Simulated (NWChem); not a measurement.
# Basis-set dependence for CH2ClF

SMILES: FCCl
```xyz
5

F      1.3594    -0.7713     0.0000
C      0.6965     0.4075     0.0000
Cl    -1.0767     0.1499     0.0000
H      0.9452     0.9746     0.9090
H      0.9452     0.9746    -0.9090
```
Charge 0, spin multiplicity 1.

The numbers come from NWChem runs, not from measurements. The geometry was optimised at B3LYP/def2-SVP, a minimum by its harmonic frequencies.

Hartree-Fock energies in Ha, correlation energies in mHa.

The correlated methods keep 7 core orbitals frozen. The Pople sets run with spherical d functions. The structure started from a generated list of species. Coupled-cluster values serve here as a point of comparison, not as the truth.

```json
[
 {"basis": "def2-SVP", "functions": "56", "RHF": "-597.69956", "MP2": "-458.6", "SCS-MP2": "-448.3", "CCSD": "-486.0", "CCSD+T(CCSD)": "-496.9", "CCSD(T)": "-496.2", "CR-CCSD[T]": "-494.7", "CR-CCSD(T)": "-494.1"},
 {"basis": "6-311G**", "functions": "74", "RHF": "-598.00187", "MP2": "-490.4", "SCS-MP2": "-479.6", "CCSD": "-515.0", "CCSD+T(CCSD)": "-529.5", "CCSD(T)": "-528.7", "CR-CCSD[T]": "-526.5", "CR-CCSD(T)": "-525.9"},
 {"basis": "def2-TZVP", "functions": "111", "RHF": "-598.03118", "MP2": "-602.1", "SCS-MP2": "-592.4", "CCSD": "-630.1", "CCSD+T(CCSD)": "not run", "CCSD(T)": "not run", "CR-CCSD[T]": "-648.2", "CR-CCSD(T)": "-647.5"}
]
```

From 6-311G** to def2-TZVP the Hartree-Fock energy moves by -29.3 mHa and the MP2 correlation energy by -111.8 mHa, which is 19 % of its value in the larger set.
